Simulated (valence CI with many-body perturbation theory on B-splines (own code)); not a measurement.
# E1 line list for Nd⁴⁷⁺

Method: relativistic CI+MBPT: three valence electrons over a frozen Dirac-Fock core [Ne], a basis of 11 s, 11 p, 10 d, 8 f, 5 g, 2 h functions for each j, with the one-electron correlation potential Σ1 (screened to all orders), the two-electron term Σ2, the three-electron term Σ3, Breit, model QED; selected single and double excitations, second order for the rest, scaled by the run's own slope (own B-spline code, finite nucleus).

The last digits are not significant, and no measured levels were compared; by estimate large intervals hold to a few tenths of a per cent, small ones and those within an open d or f shell to about a per cent.

Lines 151 to 200 of 587 in falling wavelength, among levels below 15817 × 10³ cm⁻¹, chosen from the strongest by gf and those to the six lowest levels. Wavelengths and rates use the calculated energies. Electric multipoles are in the length gauge, E1 and E2 with the static RPA response of the core. Weak lines are less certain than strong ones. Lines between different terms over intervals too small for the method are left out, as are lines whose strength nearly cancels. The highest levels of a list are the least certain.

Levels are named by their leading jj configuration (3d3/2^4 stands for four electrons in 3d with j = 3/2), which in mixed levels can hold well under half, so a name can repeat and another be missing. Letters in brackets count levels of one name in rising energy.

```csv
λ vac (Å),Upper,Lower,A (s⁻¹),S (a.u.) with core polarisation,S without
61.85,(3d3/2 3d5/2^2) J=5/2 [b],(3p3/2 3d3/2 3d5/2) J=7/2 [c],4.97e+10,3.49e-02,3.54e-02
61.84,(3s 3d3/2 3d5/2) J=7/2 [a],(3s 3p3/2 3d3/2) J=5/2 [a],1.02e+11,9.52e-02,9.68e-02
61.81,(3s^2 3d5/2) J=5/2,(3s^2 3p3/2) J=3/2,8.48e+10,5.93e-02,6.03e-02
61.74,(3p3/2 3d5/2^2) J=9/2,(3p3/2^2 3d5/2) J=9/2,1.25e+11,1.45e-01,1.48e-01
61.66,(3s 3p3/2 3d5/2) J=1/2,(3s 3p3/2^2) J=1/2,1.89e+11,4.37e-02,4.45e-02
61.64,(3d3/2^2 3d5/2) J=1/2,(3p3/2 3d3/2^2) J=1/2,1.02e+11,2.36e-02,2.40e-02
61.60,(3p1/2 3d3/2 3d5/2) J=9/2,(3p1/2 3p3/2 3d3/2) J=7/2,8.17e+10,9.42e-02,9.57e-02
61.57,(3d3/2^2 3d5/2) J=5/2 [b],(3p3/2 3d3/2^2) J=3/2 [b],1.14e+11,7.88e-02,8.01e-02
61.53,(3s 3p1/2 3d5/2) J=7/2,(3s 3p1/2 3p3/2) J=5/2,6.71e+10,6.17e-02,6.27e-02
61.51,(3p1/2 3d3/2 3d5/2) J=1/2,(3p1/2 3p3/2 3d3/2) J=1/2 [a],1.18e+11,2.70e-02,2.75e-02
61.47,(3p1/2^2 3d5/2) J=5/2,(3p1/2^2 3p3/2) J=3/2,5.35e+10,3.68e-02,3.73e-02
61.46,(3p1/2 3d3/2 3d5/2) J=3/2 [b],(3p1/2 3p3/2 3d3/2) J=1/2 [b],5.50e+10,2.52e-02,2.56e-02
61.44,(3p1/2 3p3/2 3d5/2) J=3/2 [b],(3p1/2 3p3/2^2) J=1/2,7.54e+10,3.45e-02,3.51e-02
61.39,(3d3/2 3d5/2^2) J=3/2 [a],(3p3/2 3d3/2 3d5/2) J=3/2 [a],1.04e+11,4.75e-02,4.83e-02
61.39,(3p3/2 3d5/2^2) J=1/2,(3p3/2^2 3d5/2) J=1/2,2.09e+11,4.76e-02,4.84e-02
61.35,(3p3/2 3d5/2^2) J=3/2 [a],(3p3/2^2 3d5/2) J=5/2 [a],1.65e+11,7.53e-02,7.66e-02
61.30,(3p1/2 3d3/2 3d5/2) J=3/2 [a],(3p1/2 3p3/2 3d3/2) J=3/2 [a],7.38e+10,3.36e-02,3.41e-02
61.30,(3p3/2^2 3d5/2) J=3/2,(3p3/2^3) J=3/2,2.47e+11,1.12e-01,1.14e-01
61.28,(3p1/2 3d3/2 3d5/2) J=5/2 [a],(3p1/2 3p3/2 3d3/2) J=5/2 [a],5.09e+10,3.47e-02,3.53e-02
61.27,(3d3/2 3d5/2^2) J=3/2 [a],(3p3/2 3d3/2 3d5/2) J=5/2 [b],7.17e+10,3.26e-02,3.31e-02
61.14,(3p3/2^2 3d5/2) J=5/2 [b],(3p3/2^3) J=3/2,3.14e+11,2.13e-01,2.16e-01
61.10,(3p1/2 3p3/2 3d5/2) J=5/2 [b],(3p1/2 3p3/2^2) J=3/2,2.40e+11,1.62e-01,1.65e-01
61.06,(3p1/2 3p3/2 3d5/2) J=7/2 [b],(3p1/2 3p3/2^2) J=5/2,1.59e+11,1.43e-01,1.45e-01
60.98,(3p3/2 3d5/2^2) J=5/2,(3p3/2^2 3d5/2) J=5/2 [a],1.37e+11,9.17e-02,9.32e-02
60.97,(3d3/2^2 3d5/2) J=3/2,(3p3/2 3d3/2^2) J=3/2 [a],8.23e+10,3.68e-02,3.74e-02
60.92,(3p3/2 3d5/2^2) J=3/2 [b],(3p3/2^2 3d5/2) J=5/2 [b],1.33e+11,5.92e-02,6.01e-02
60.83,(3p3/2 3d3/2 3d5/2) J=5/2 [d],(3p3/2^2 3d3/2) J=7/2,4.22e+10,2.81e-02,2.86e-02
60.77,(3s 3d5/2^2) J=5/2,(3s 3p3/2 3d5/2) J=3/2 [a],3.06e+10,2.04e-02,2.07e-02
60.77,(3p3/2 3d5/2^2) J=3/2 [b],(3p3/2^2 3d5/2) J=3/2,3.29e+11,1.46e-01,1.48e-01
60.67,(3s 3d5/2^2) J=5/2,(3s 3p3/2 3d5/2) J=7/2 [a],3.90e+10,2.58e-02,2.63e-02
60.59,(3d3/2 3d5/2^2) J=3/2 [b],(3p3/2 3d3/2 3d5/2) J=5/2 [d],4.56e+10,2.00e-02,2.03e-02
60.50,(3s 3p3/2 3d5/2) J=5/2 [b],(3s 3p3/2^2) J=3/2,2.60e+11,1.70e-01,1.73e-01
60.49,(3s 3p3/2 3d5/2) J=7/2 [a],(3s 3p3/2^2) J=5/2,9.07e+10,7.92e-02,8.05e-02
60.47,(3p1/2 3d5/2^2) J=9/2,(3p1/2 3p3/2 3d5/2) J=9/2,2.82e+10,3.08e-02,3.13e-02
60.32,(3p3/2 3d3/2 3d5/2) J=5/2 [c],(3p3/2^2 3d3/2) J=3/2 [a],4.96e+10,3.22e-02,3.28e-02
60.29,(3d3/2 3d5/2^2) J=7/2 [a],(3p3/2 3d3/2 3d5/2) J=7/2 [a],6.62e+10,5.73e-02,5.82e-02
60.18,(3p1/2 3d5/2^2) J=1/2,(3p1/2 3p3/2 3d5/2) J=3/2 [b],1.98e+11,4.27e-02,4.34e-02
60.14,(3p1/2 3d5/2^2) J=5/2,(3p1/2 3p3/2 3d5/2) J=5/2 [a],1.07e+11,6.89e-02,7.00e-02
60.13,(3s 3p1/2 3d5/2) J=5/2 [a],(3s 3p1/2 3p3/2) J=3/2 [a],1.17e+11,7.56e-02,7.69e-02
59.84,(3p1/2 3p3/2 3d5/2) J=5/2 [b],(3p1/2 3p3/2^2) J=5/2,3.82e+10,2.42e-02,2.47e-02
59.78,(3s 3d3/2 3d5/2) J=5/2 [a],(3s 3p3/2 3d3/2) J=3/2 [a],1.17e+11,7.39e-02,7.51e-02
59.63,(3d3/2 3d5/2^2) J=1/2,(3p3/2 3d3/2 3d5/2) J=1/2 [a],9.56e+10,2.00e-02,2.03e-02
59.59,(3p3/2 3d3/2 3d5/2) J=3/2 [c],(3p3/2^2 3d3/2) J=1/2,1.89e+11,7.90e-02,8.04e-02
59.56,(3s 3p3/2 3d5/2) J=3/2 [b],(3s 3p3/2^2) J=1/2,1.26e+11,5.25e-02,5.34e-02
59.47,(3p1/2 3d5/2^2) J=3/2,(3p1/2 3p3/2 3d5/2) J=3/2 [a],1.13e+11,4.69e-02,4.76e-02
59.43,(3s 3d3/2 3d5/2) J=9/2,(3s 3p3/2 3d3/2) J=7/2,1.77e+11,1.83e-01,1.86e-01
59.40,(3p3/2 3d3/2 3d5/2) J=3/2 [b],(3p3/2^2 3d3/2) J=3/2 [a],1.35e+11,5.60e-02,5.69e-02
59.16,(3p3/2 3d5/2^2) J=9/2,(3p3/2^2 3d3/2) J=7/2,8.40e+10,8.58e-02,8.73e-02
59.13,(3s 3d3/2 3d5/2) J=3/2 [a],(3s 3p3/2 3d3/2) J=1/2 [a],1.15e+11,4.71e-02,4.78e-02
59.03,(3d5/2^3) J=9/2,(3p3/2 3d3/2 3d5/2) J=9/2 [b],4.96e+10,5.04e-02,5.12e-02
```
